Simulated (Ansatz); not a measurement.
Cost and result up the ladder for mer-Co(OH)3(H2O)3 (CoO6H9) (16 atoms). The state is a singlet with charge 0. Geometry: PBE0-D4/def2-SVP.

| atom | x (Å) | y (Å) | z (Å) |
| --- | --- | --- | --- |
| Co1 | 0.065 | -0.035 | 0.015 |
| O2 | 1.654 | 0.731 | 0.618 |
| O3 | -1.670 | -0.542 | -0.559 |
| O4 | 0.722 | -1.733 | 0.033 |
| O5 | -0.941 | 1.711 | -0.078 |
| O6 | 0.959 | 0.494 | -1.636 |
| O7 | -0.714 | -0.651 | 1.691 |
| H8 | 2.175 | 0.066 | 1.082 |
| H9 | -1.637 | -1.226 | -1.236 |
| H10 | 1.643 | -1.719 | -0.250 |
| H11 | -1.152 | 2.044 | 0.803 |
| H12 | -1.696 | 1.134 | -0.384 |
| H13 | 1.665 | 0.764 | -0.937 |
| H14 | 0.551 | 1.326 | -1.912 |
| H15 | -0.129 | -1.444 | 1.621 |
| H16 | -1.493 | -0.920 | 1.130 |

Ansatz on 4 threads of Arm Neoverse V2 on a shared host. Times are rough, and most runs start from the orbitals of an earlier one. No level here is sound enough to serve as a yardstick. Binding counts from free atoms at the same level (Co quartet, O triplet, H doublet; other spins of the atoms weren't run), without zero-point energy or a counterpoise term.

HSE06 is defined as in plane-wave codes, on full-range PBE exchange. No other spin state of charge 0 was run. Another isomer (singlet) lies 0.24 eV lower at PBE0-D4/def2-TZVP; other spin states weren't run for this one.

Run but left out: MP2/def2-TZVP (restricted singlet, unstable towards broken spin symmetry).

```
                         level  functions  wall time  binding energy per atom (eV)                        remarks
               PBE-D4/def2-SVP        160      1.9 s                          3.63  restricted SCF unstable in HF
              PBE0-D4/def2-SVP        160      3.1 s                          3.41  restricted SCF unstable in HF
             BLYP-D4/def2-TZVP        285      3.6 s                          3.50  restricted SCF unstable in HF
PBE-D4/def2-TZVP (with forces)        285      4.2 s                          3.56  restricted SCF unstable in HF
             PBE0-D4/def2-TZVP        285      6.5 s                          3.37  restricted SCF unstable in HF
           r2SCAN-D4/def2-TZVP        285      6.5 s                          3.49  restricted SCF unstable in HF
            HSE06-D4/def2-TZVP        285        7 s                          3.37  restricted SCF unstable in HF
        CAM-B3LYP-D4/def2-TZVP        285        8 s                          3.45  restricted SCF unstable in HF
```
